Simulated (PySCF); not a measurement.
Run record for `FCc1cnoc1`: B97-D/cc-pVDZ, full TDDFT, 12 singlets.

Method: TDDFT B97-D/cc-pVDZ, vertical, gas phase, core orbitals frozen in the response (PySCF 2.14.0, density-fitted response routines). Geometry: GFN2-xTB. The command runs a driver script over a list of jobs; the input below is this job's line of settings and its coordinates in Å.

Command:
```bash
OMP_NUM_THREADS=1 python probes_run.py task.json out
```

Input:
```
{"job": {"kind": "uv", "xc": "B97-D", "basis": "cc-pVDZ", "nstates": 12, "ntriplets": 0, "tda": false}, "charge": 0, "multiplicity": 1}
F     -2.021443     0.056395     1.170517
C     -1.492907    -0.001927    -0.101615
C     -0.005804    -0.017239    -0.048278
C      0.886221     1.087107    -0.036709
N      2.119959     0.682763     0.046371
O      2.099462    -0.665303     0.098754
C      0.839802    -1.089175     0.047443
H     -1.861177     0.881626    -0.632040
H     -1.883382    -0.916499    -0.558979
H      0.655907     2.131665    -0.089767
H      0.668785    -2.146743     0.078338
```

Output:
```
coarse grid: 10064 points
cycle   1  E = -384.2656382221  dE =  1.147e+00  |g| = 6.577e-01  |ddm| = 6.923e+00
cycle   2  E = -384.1016308323  dE =  1.640e-01  |g| = 1.177e+00  |ddm| = 2.448e+00
cycle   3  E = -384.3370015889  dE = -2.354e-01  |g| = 1.886e-01  |ddm| = 1.565e+00
cycle   4  E = -384.3417754616  dE = -4.774e-03  |g| = 1.214e-01  |ddm| = 3.851e-01
cycle   5  E = -384.3451594408  dE = -3.384e-03  |g| = 2.376e-02  |ddm| = 1.756e-01
cycle   6  E = -384.3452915674  dE = -1.321e-04  |g| = 6.849e-03  |ddm| = 4.596e-02
cycle   7  E = -384.3453003882  dE = -8.821e-06  |g| = 3.058e-03  |ddm| = 1.230e-02
final grid: 100128 points
cycle   8  E = -384.3526146447  dE = -3.607e-05  |g| = 1.478e-02  |ddm| = 7.227e-02
cycle   9  E = -384.3525081660  dE =  1.065e-04  |g| = 2.820e-02  |ddm| = 5.335e-02
cycle  10  E = -384.3526483036  dE = -1.401e-04  |g| = 4.517e-03  |ddm| = 3.662e-02
cycle  11  E = -384.3526531330  dE = -4.829e-06  |g| = 6.464e-04  |ddm| = 6.589e-03
cycle  12  E = -384.3526532246  dE = -9.161e-08  |g| = 2.154e-04  |ddm| = 1.070e-03
cycle  13  E = -384.3526532341  dE = -9.554e-09  |g| = 8.652e-05  |ddm| = 3.590e-04
cycle  14  E = -384.3526532356  dE = -1.498e-09  |g| = 2.643e-05  |ddm| = 1.350e-04
cycle  15  E = -384.3526532358  dE = -1.480e-10  |g| = 8.286e-06  |ddm| = 4.368e-05
converged SCF energy = -384.3526532358

Static polarisability (au): isotropic 46.707, principal 28.478 54.535 57.109

Singlet excitations
state   eV       nm        f      main configurations
  1   5.8289    212.7   0.00388   H-1->L 0.96
  2   6.4311    192.8   0.03728   H->L 0.48, H-2->L 0.18, H-3->L 0.16
  3   6.5359    189.7   0.00046   H-3->L 0.64, H-2->L 0.20, H->L+1 0.13
  4   6.7169    184.6   0.04966   H->L 0.45, H-3->L 0.18, H->L+1 0.16
  5   6.8141    182.0   0.00330   H-4->L 0.85, H-1->L+1 0.10
  6   7.1070    174.5   0.00334   H-1->L+1 0.85, H-4->L 0.09
  7   7.7655    159.7   0.20661   H->L+1 0.31, H->L+2 0.28, H-2->L 0.18
  8   7.8544    157.9   0.00078   H-3->L+1 0.96
  9   8.0504    154.0   0.01640   H->L+2 0.41, H-4->L+1 0.32, H-2->L+1 0.23
 10   8.1807    151.6   0.06122   H-4->L+1 0.64, H->L+2 0.18
 11   8.2818    149.7   0.00570   H->L+3 0.91
 12   8.3673    148.2   0.00348   H-1->L+2 0.95
```

The SCF starts on a coarse grid where the log names one; the energy can jump when the final grid takes over, and dE then counts from the start density on the new grid. H and L stand for HOMO and LUMO; the number after each pair is its weight.

How does the lowest singlet excitation compare with the HOMO–LUMO gap?

HOMO -6.60 eV and LUMO -1.37 eV give a gap of 5.23 eV; S1 at 5.83 eV lies 0.60 eV above it.

Give the mean polarisability as a volume in Å³, and the ratio of the largest to the smallest principal value.

46.707 au × 0.148185 = 6.92 Å³; 57.109/28.478 = 2.01.

In short: SCF converged in 15 cycles with 118 basis and 650 fitting functions; HOMO -6.60 eV, LUMO -1.37 eV; lowest singlet 5.83 eV; mean polarisability 46.7 au.

Time: 26 s; peak memory 0.48 GiB. Hardware: one thread, Arm Neoverse N1 (aarch64), shared host.

The values belong to the conformer `[F:1][CH2:2][c:3]1[cH:4][n:5][o:6][cH:7]1`: F1–C2–C3–C4 -89°.

B97-D is run here without its empirical dispersion term; that term would change no orbital, density or response property at a fixed geometry.
